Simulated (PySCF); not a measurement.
Compound: C8H9NSi.
Numbering: `[N:1]#[C:2][C:3]1(/[CH:4]=[CH:5]\[SiH3:6])[CH:7]=[CH:8][CH:9]=[CH:10]1`

Cartesian coordinates in Å at the GFN2-xTB level; atoms count from 1:
```xyz
19
C8H9NSi angstrom
N     -2.8224   -0.3608   -2.2481
C     -1.9453   -0.1805   -1.5381
C     -0.8248    0.0595   -0.6496
C      0.2998    0.6838   -1.4381
C      1.5753    0.7014   -1.0781
Si     2.3680    0.0084    0.4857
C     -1.3439    0.9245    0.4771
C     -1.4080    0.1953    1.5969
C     -0.9295   -1.1462    1.3333
C     -0.5521   -1.2449    0.0523
H     -0.0234    1.1632   -2.3568
H      2.2491    1.2068   -1.7603
H      1.6438    0.4593    1.6742
H      2.4212   -1.4534    0.4324
H      3.7323    0.5433    0.5203
H     -1.6275    1.9490    0.3267
H     -1.7539    0.5303    2.5584
H     -0.8894   -1.9241    2.0742
H     -0.1791   -2.1054   -0.4698
```

Definitions: NICS(0) = −σiso at the ring centroid; NICS(1) = −σiso and NICS(1)zz = −σzz at ±1 Å along the ring normal z. Level: GIAO PBE0/pcSseg-1 (PySCF, non-relativistic, gas phase) on the GFN2-xTB geometry, one conformer.

Ring bond lengths (Å), with Mayer bond orders in brackets: C3–C7 1.512 (0.98), C7–C8 1.338 (1.75), C8–C9 1.448 (1.10), C9–C10 1.339 (1.74), C10–C3 1.506 (1.00).

**Question.** Give the NICS values of each ring in ppm.

**Answer.** 
```csv
ring,type,NICS(0),"NICS(1), two faces","NICS(1)zz, two faces",rms pucker (Å),"centre to ring atoms, mean (Å)"
C3–C7–C8–C9–C10,"5-membered carbocycle; formal bonds 2 double, 3 single",-1.5,-4.3 / -4.2,-8.8 / -11.4,0.01,1.22
```

**Question.** What can be read from them?

**Answer.** 
- C3–C7–C8–C9–C10: mean NICS(1)zz -10.1 ppm, shielded. C3 has four or more neighbours, so the value isn't read as a sign of a π ring current.

**Question.** Give the inner angles of the rings and the Hirshfeld charges of the ring atoms.

**Answer.** 
- C3–C7–C8–C9–C10: C3 102.1° (+0.030 e), C7 109.2° (-0.032 e), C8 109.7° (-0.037 e), C9 109.6° (-0.030 e), C10 109.3° (-0.033 e); sum 539.9° against 540° for a flat convex ring.

**Question.** How shielded are the nuclei of the rings and their hydrogens (means over atoms taken as equivalent)?

**Answer.** 
```
   atoms                   environment  σ isotropic (ppm)  principal values of the symmetric part, first atom (ppm)
      C3  sp3 carbon next to a nitrile              130.5                                       123.5, 132.3, 135.8
 C7 (×2)              alkene CH carbon               38.5                                        -67.7, 47.4, 140.5
 C8 (×2)              alkene CH carbon               42.0                                        -58.4, 48.2, 145.5
H16 (×2)              vinylic hydrogen              25.04                                          23.2, 25.2, 27.0
H17 (×2)              vinylic hydrogen              24.79                                          23.0, 24.1, 27.3
```

Time: 90 s wall; peak memory 1.1 GiB. Hardware: Arm Neoverse N1, one thread, shared host with 64 logical CPUs at a one-minute load of 60. This is the whole shielding run at PBE0/pcSseg-1, SCF included.
